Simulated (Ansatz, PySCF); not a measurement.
Sn(F)(OH)(NH2)2 (FH5N2OSn), SMILES [NH2][Sn]([NH2])([OH])[F]. Atoms are numbered in the order given.

```xyz
10

N     -1.4394    -1.3145    -0.4699
Sn     0.0196     0.0309    -0.0270
N      1.6795    -0.6768     0.9044
O     -0.6610     1.4630     1.1546
F      0.4504     0.8282    -1.7579
H     -1.5630    -1.3957    -1.4804
H     -1.2233    -2.2424    -0.1034
H      2.4367    -0.8541     0.2425
H      2.0193     0.0040     1.5865
H     -1.6158     1.5812     1.0473
```

Geometry optimised at B3LYP-D3(BJ)/def2-SVP. The structure was generated by enumeration; whether it is a known compound was not checked. The def2 effective core potentials stand for the cores of Sn; spin–orbit coupling is left out. One conformer was computed; it need not be the lowest.

Two levels are set side by side: PBE-D3(BJ)/def2-SVP (Ansatz, a program for electronic structure) and B3LYP-D3(BJ)/def2-SVP (Ansatz). Each level has its own optimised geometry; the coordinates shown are those of the second. Frequencies come from the Hessian of PySCF at each geometry. Differences are taken from unrounded values.

```
quantity                            B3LYP-D3(BJ)
----------------------------------  ------------
mean bond length (Å)                       1.450
bond N1–Sn2 (Å)                            2.033
bond Sn2–N3 (Å)                            2.031
bond Sn2–O4 (Å)                            1.977
bond Sn2–F5 (Å)                            1.954
bond N1–H6 (Å)                             1.021
bond N1–H7 (Å)                             1.021
bond N3–H8 (Å)                             1.021
bond N3–H9 (Å)                             1.022
bond O4–H10 (Å)                            0.968
highest harmonic wavenumber (cm⁻¹)          3822
mean harmonic wavenumber (cm⁻¹)             1193
zero-point energy (kcal/mol)               40.92
```

What does PBE-D3(BJ) give, and how far is it from B3LYP-D3(BJ)? (An estimate is asked for; the answer gives what the named calculation found.)


```
quantity                            PBE-D3(BJ)  PBE-D3(BJ) minus B3LYP-D3(BJ)
----------------------------------  ----------  -----------------------------
mean bond length (Å)                     1.464                          0.014
bond N1–Sn2 (Å)                          2.054                          0.020
bond Sn2–N3 (Å)                          2.051                          0.020
bond Sn2–O4 (Å)                          1.996                          0.018
bond Sn2–F5 (Å)                          1.970                          0.016
bond N1–H6 (Å)                           1.031                          0.010
bond N1–H7 (Å)                           1.031                          0.010
bond N3–H8 (Å)                           1.031                          0.010
bond N3–H9 (Å)                           1.031                          0.010
bond O4–H10 (Å)                          0.978                          0.010
highest harmonic wavenumber (cm⁻¹)        3703                           -119
mean harmonic wavenumber (cm⁻¹)           1162                            -30
zero-point energy (kcal/mol)             39.88                          -1.04
```

Exact exchange shortens and stiffens bonds; PBE has none. Differences between two approximate levels are no errors against the true value.
